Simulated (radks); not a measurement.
Question: The mean radii <r> (bohr) of the occupied orbitals of an atom or ion are listed with their occupations. Method: non-relativistic Kohn-Sham, SCAN, spin-unpolarised, spherical densities, point nucleus; meta-GGA in the generalised Kohn-Sham scheme; computed with a radial shooting solver on a logarithmic mesh with Libxc functionals.

orbital  occ.      <r>
1s          2  0.07019
2s          2   0.3266
2p          6   0.2904
3s          2    1.014
3p          6    1.085
3d          2    1.429
4f          1    9.055

Name the element and its charge.

Answer: Z = 22, titanium, charge +1: Ti+ in [Ar] 3d2 4f1. The 1s radius gives Z: for a bare nucleus <r> = 1.5/Z, 0.06818 bohr for Z = 22, and screening makes it slightly larger (0.07019 here). The occupations add up to 21, and the charge is Z minus that.
